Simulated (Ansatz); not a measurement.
Input file for Ansatz (a first-principles code): R-wB97M-V/def2-TZVPPD on CH6OSi (a complex). Files ending in .json are basis or fitting sets from the Basis Set Exchange.

Ansatz 0.2 input:
```yaml
crystal:
  periodic: [false, false, false]
  atoms:
    - {symbol: Si, position_ang: [0.02133810, 0.09222757, 0.17658511]}
    - {symbol: H, position_ang: [-0.65051746, -1.10977309, 0.72361901]}
    - {symbol: H, position_ang: [0.49347010, 0.92815319, 1.30420815]}
    - {symbol: H, position_ang: [-0.93864319, 0.86205424, -0.64424828]}
    - {symbol: H, position_ang: [1.17498436, -0.32248442, -0.65109182]}
    - {symbol: C, position_ang: [-0.25321808, -0.45479510, 3.93459398]}
    - {symbol: O, position_ang: [0.06094944, 0.09216306, 4.95359850]}
    - {symbol: H, position_ang: [-1.22693388, -0.26839143, 3.44086533]}
    - {symbol: H, position_ang: [0.41113854, -1.17994823, 3.42537333]}
basis:
  gaussian:
    orbitals: def2-TZVPPD.json
hamiltonian:
  xc: {name: wB97M-V}
scf: {lower_state_search: off}
```

Q: What total energy does the run end on?

A: -406.3573 hartree.

Q: How many basis functions does it have, and what does it roughly cost on one machine?

A: 227 functions; roughly 12 core-seconds.
